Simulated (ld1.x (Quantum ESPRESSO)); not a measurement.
# Transferability test, TM semilocal potential for chlorine

- Element: chlorine (Cl)
- Generator: ld1.x (Quantum ESPRESSO) 7.5
- Type: norm-conserving Troullier–Martins (semilocal form)
- Functional: PBE
- Relativity: scalar-relativistic
- Frozen core: [Ne]
- Valence charge: 7
- Reference configuration: 3s1.75 3p5.25
- Partial waves: 3p (bound): rc 1.25 bohr; 3s (bound): rc 1.00 bohr
- Local potential: the s channel
- Core correction: Bessel-smoothed model core inside 0.90 bohr

Energies are relative to the spin-unpolarised reference configuration 3s1.75 3p5.25; without spin polarisation the order of configurations can differ from experiment. The frozen-core shift is the all-electron ΔE with the core orbitals held at their reference shape minus the fully relaxed ΔE.

| valence configuration | charge | ΔE all-electron (eV) | error AE − PS (meV) | frozen-core shift (meV) |
| --- | --- | --- | --- | --- |
| 3s2 3p5 | 0 | -3.028 | 0.0 | 0.0 |
| 3s2 3p4 | +1 | 10.848 | +2.7 | +1.1 |
| 3s2 3p3 | +2 | 36.295 | +25 | +7.8 |
| 3s2 3p5.3 | -0.3 | -5.166 | +0.5 | 0.0 |
| 3s1 3p5 | +1 | 23.557 | +4.0 | +1.7 |

(1) What are ΔE and the potential's error for 3s2 3p1?

(2) What are ΔE and the potential's error for 3s2 3p2?

Levels in the configuration 3s2 3p5:

| level | all-electron (eV) | pseudo (eV) |
| --- | --- | --- |
| 3s | -20.692 | -20.692 |
| 3p | -8.595 | -8.596 |

Answers

(1) ΔE = 126.845 eV all-electron; the error (AE − PS) is +231 meV.

(2) ΔE = 74.602 eV all-electron; the error (AE − PS) is +91 meV.
